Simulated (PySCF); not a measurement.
4-methylidene-2,3-dihydropyrrole (C₅H₇N), SMILES C=C1C=NCC1.

Geometry optimised at PBE0-D3(BJ)/def2-SVP. The values are those of a single conformer.

Calculation: PySCF with TDA-PBE/def2-SVPD.

Vertical excitations. The molecule is in vacuum. State labels are in the subgroup Cs.

| state | symmetry | energy (eV) | λ (nm) | f | main pairs |
|---|---|---|---|---|---|
| S1 | A" | 4.24 | 292 | 0.002 | HOMO→LUMO 99 % |
| S2 | A' | 5.53 | 224 | 0.374 | HOMO−1→LUMO 78 % |
| S3 | A' | 6.17 | 201 | 0.005 | HOMO→LUMO+1 96 % |
| S4 | A" | 6.17 | 201 | 0.006 | HOMO−1→LUMO+1 100 % |
| S5 | A" | 6.27 | 198 | 0.004 | HOMO→LUMO+2 98 % |
| S6 | A' | 6.30 | 197 | 0.068 | HOMO−1→LUMO+2 52 %, HOMO−2→LUMO 36 % |
| S7 | A" | 6.61 | 188 | 0.000 | HOMO−3→LUMO 98 % |
| S8 | A' | 6.75 | 184 | 0.004 | HOMO→LUMO+3 99 % |
| S9 | A" | 6.76 | 183 | 0.003 | HOMO−1→LUMO+3 100 % |
| S10 | A" | 6.87 | 180 | 0.000 | HOMO−4→LUMO 99 % |
| T1 | A' | 3.22 | 386 | 0 | HOMO−1→LUMO 98 % |
| T2 | A" | 3.55 | 350 | 0 | HOMO→LUMO 99 % |
| T3 | A' | 5.26 | 236 | 0 | HOMO−2→LUMO 67 %, HOMO−1→LUMO+2 30 % |
| T4 | A" | 6.04 | 205 | 0 | HOMO→LUMO+2 98 % |
Triplets are in the Tamm–Dancoff approximation.
